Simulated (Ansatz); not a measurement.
Two members of one family (AlP nanocrystals, H-capped) that differ in charge, which shifts all levels, computed with Ansatz in the gas phase. Sets without diffuse functions give affinities that are too small. A dash marks a value that wasn't run or was left out as unsound. The structures are stationary points that may keep the symmetry of their start. Remarks come from the PBE and PBE0 runs and from stability tests at other levels; not every state was tested. A HOMO above zero means that the electron is unbound at that level and held by the basis, or that self-interaction error raises the level; the energy of removing that electron tells which. HOMO above LUMO (over both spins in singlets and doublets, within one spin in higher multiplets; at PBE or PBE0), or a gap under 0.15 eV within one spin, warns that the state may not be the lowest or that an electron is smeared out.

First: Al7P8H24⁺, cut from zinc blende, disc (singlet, charge 1, r2SCAN-D4/def2-SVP geometry).

```xyz
39

Al   -1.089    0.678    4.102
Al    1.837   -2.068    2.278
Al    1.644    2.792    1.432
Al   -0.922   -0.035    0.041
Al    1.467    2.182   -2.427
Al    1.711   -2.678   -1.580
Al   -1.400   -0.764   -3.990
P     0.205    2.583    3.432
P     0.403   -1.203    4.105
P    -2.276    0.248    2.019
P     0.368   -1.965    0.330
P     0.188    1.986   -0.355
P    -2.424   -0.426   -1.807
P    -0.070    1.230   -4.118
P     0.097   -2.560   -3.453
H    -2.049    0.844    5.344
H     2.040   -3.601    2.626
H     2.952   -0.961    2.090
H     2.759    1.690    1.656
H     1.846    4.349    1.218
H     2.656    1.142   -2.346
H     1.549    3.725   -2.781
H     2.020   -4.221   -1.394
H     2.738   -1.513   -1.890
H    -2.454   -1.011   -5.140
H     0.985    2.906    4.577
H    -0.717    3.662    3.506
H     1.219   -1.008    5.252
H    -0.406   -2.255    4.613
H    -3.139   -0.868    2.185
H    -3.246    1.263    1.808
H    -0.628   -2.967    0.526
H    -0.889    2.912   -0.457
H    -3.383    0.620   -1.888
H    -3.289   -1.514   -1.513
H    -1.005    2.219   -4.530
H     0.641    1.106   -5.343
H    -0.739   -3.709   -3.463
H     0.800   -2.812   -4.662
```

```tsv
level	HOMO (eV)	LUMO (eV)	gap (eV)	vertical EA (eV)
PBE-D4/def2-SVP	-9.26	-4.97	4.28	–
PBE-D4/def2-TZVP	-9.31	-5.16	4.15	3.68
r2SCAN-D4/def2-TZVP	-9.60	-5.02	4.58	–
PBE0-D4/def2-SVP	-10.48	-4.23	6.25	–
PBE0-D4/def2-TZVP	-10.48	-4.38	6.10	3.40
```

Remarks: gap within one spin near zero at PBE or PBE0 (neutral doublet).

Second: Al8P8H22, cut from wurtzite (singlet, charge 0, r2SCAN-D4/def2-SVP geometry).

```xyz
38

Al    1.145    2.662    3.533
P     1.331    0.253    4.029
P     0.121    2.423    1.347
Al    1.588    1.395   -0.243
Al    0.537   -1.450    2.509
P     1.649   -0.925    0.451
P     0.522    1.315   -2.386
Al    1.964    0.395   -4.107
Al    0.932   -2.541   -1.167
P     2.105   -1.883   -3.175
Al   -2.061    1.482    1.550
P    -1.712   -0.843    2.003
P    -2.845    1.490   -0.748
Al   -1.630    0.289   -2.472
Al   -2.806   -2.299    0.380
P    -1.333   -1.889   -1.520
H     2.632    3.213    3.398
H     0.080    3.238    4.568
H     2.678   -0.075    4.339
H     0.753   -0.022    5.298
H    -0.075    3.753    0.876
H     3.041    2.033   -0.277
H     0.773   -2.923    3.048
H     3.021   -1.221    0.686
H     0.315    2.675   -2.758
H     3.426    1.018   -4.005
H     1.156    0.257   -5.473
H     1.182   -4.055   -0.768
H     3.466   -2.246   -2.987
H     1.775   -2.834   -4.178
H    -3.071    2.226    2.521
H    -2.429   -1.060    3.215
H    -2.915    2.850   -1.158
H    -4.226    1.167   -0.800
H    -2.384    0.332   -3.866
H    -2.681   -3.816    0.844
H    -4.211   -1.619    0.028
H    -1.811   -2.765   -2.535
```

**Question.** Estimate the same table for the second.

**Answer.** 
```csv
level,HOMO (eV),LUMO (eV),gap (eV),vertical EA (eV)
PBE-D4/def2-SVP,-6.34,-2.06,4.28,–
PBE-D4/def2-TZVP,-6.34,-2.32,4.02,0.92
r2SCAN-D4/def2-TZVP,-6.60,-2.21,4.40,–
PBE0-D4/def2-SVP,-7.40,-1.36,6.04,–
PBE0-D4/def2-TZVP,-7.37,-1.61,5.76,0.70
```

Remarks: HOMO above zero (-1 doublet), gap within one spin near zero at PBE or PBE0 (-1 doublet).
